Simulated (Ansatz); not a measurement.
CH7AlB2 (`B[CH](B)[AlH2]`), relaxed with RKS PBE-D4/def2-SVP in Ansatz from a rough embedded geometry. The force threshold is 0.03 eV/Å; the program also tests the step.

Total charge 0; spin multiplicity 1.

Start:

```xyz
11

B    -1.081   -0.607   -1.004
C    -0.088    0.379   -0.355
B     1.373   -0.130   -0.591
Al   -0.430    0.442    1.656
H    -2.286   -0.482   -0.754
H    -0.924   -1.004   -2.142
H    -0.176    1.366   -0.784
H     2.284    0.582   -0.458
H     1.666   -1.312   -0.360
H    -0.638   -0.883    2.390
H     0.300    1.649    2.402
```

(1) By how much does the energy fall, and how many steps does the optimiser take? (An estimate is asked.)

(2) Which bonds change most? (Best estimate.)

(3) Give the relaxed structure. (Estimate.)

Results:

(1) Computed: 1.70 eV, in 18 steps.

(2) The calculation gave: B3–Al4 from 2.938 to 2.295 Å; Al4–H10 from 1.529 to 1.589 Å; C2–B3 from 1.565 to 1.509 Å; B3–H8 from 1.165 to 1.212 Å.

(3) The calculation gave: 
```xyz
11

B    -1.090   -0.357   -0.947
C    -0.147    0.757   -0.498
B     1.226    0.130   -0.469
Al   -0.078    0.001    1.415
H    -2.068   -0.083   -1.620
H    -0.874   -1.529   -0.697
H    -0.339    1.793   -0.817
H     2.246    0.454   -1.038
H     1.385   -0.846    0.327
H    -0.861   -1.305    1.869
H     0.599    0.985    2.475
```
